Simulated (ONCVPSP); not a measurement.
## Which change was made? (F, ONCV)

```
Element                 : F (Z = 9)
Generator               : ONCVPSP 4.0.1
Type                    : optimised norm-conserving Vanderbilt (ONCV)
Functional              : LDA (Perdew-Wang 92)
Relativity              : scalar-relativistic
Frozen core             : [He]
Valence charge          : 7
Reference configuration : 2s2 2p5
Partial waves           : 2s: rc 0.65 bohr, ncon 3, nbas 6, qcut 11.9 1/bohr, 2 projectors, debl 1.2 Ha; 2p: rc 1.45 bohr, ncon 4, nbas 8, qcut 10.4 1/bohr, 3 projectors, debl 2.7 Ha; d scattering state at 0.11 Ha: rc 1.25 bohr, ncon 3, nbas 6, qcut 8.9 1/bohr, 2 projectors, debl 2.2 Ha
Local potential         : polynomial inside 0.60 bohr (lpopt 5, dvloc0 0 Ha)
Core correction         : none
```

Cutoffs, loose and tight: the cutoffs (Ha) at which the residual kinetic energy of the hardest occupied pseudo-wave falls to 1 and 0.1 mHa per electron. They do not see the model core or the augmentation charge, which bear on the density cutoff. Test errors are all-electron minus pseudo excitation energies from the reference, over the configurations 2s2 2p4; 2s2 2p3; 2s2 2p2; 2s1 2p5; variants that change the core or the reference have their own tests.

The base gives: outcome: generated; cutoff, loose: 57 Ha; cutoff, tight: 71 Ha; bound ghosts: none; GHOST(+) flags above zero: p; largest test error (meV): +961.

(1) After one change the result is: outcome: generated; cutoff, loose: 289 Ha; cutoff, tight: 734 Ha; bound ghosts: s; GHOST(+) flags above zero: none; largest test error (meV): +468. Which change was it?
A. all radii scaled by about 1.33 (s 0.86, p 1.92, d 1.66 bohr); local potential polynomial inside 0.80 bohr (lpopt 5, dvloc0 0 Ha)
B. all radii scaled by about 0.78 (s 0.50, p 1.14, d 0.98 bohr); local potential polynomial inside 0.46 bohr (lpopt 5, dvloc0 0 Ha)
C. all radii scaled by about 0.90 (s 0.58, p 1.30, d 1.12 bohr); local potential polynomial inside 0.54 bohr (lpopt 5, dvloc0 0 Ha)

Results:

(1) B. The others give: all radii scaled by about 1.33 (s 0.86, p 1.92, d 1.66 bohr); local potential polynomial inside 0.80 bohr (lpopt 5, dvloc0 0 Ha) → outcome: generated; cutoff, loose: 49 Ha; cutoff, tight: 59 Ha; bound ghosts: none; GHOST(+) flags above zero: none; largest test error (meV): +2231 | all radii scaled by about 0.90 (s 0.58, p 1.30, d 1.12 bohr); local potential polynomial inside 0.54 bohr (lpopt 5, dvloc0 0 Ha) → outcome: generated; cutoff, loose: 56 Ha; cutoff, tight: 72 Ha; bound ghosts: none; GHOST(+) flags above zero: none; largest test error (meV): +697.
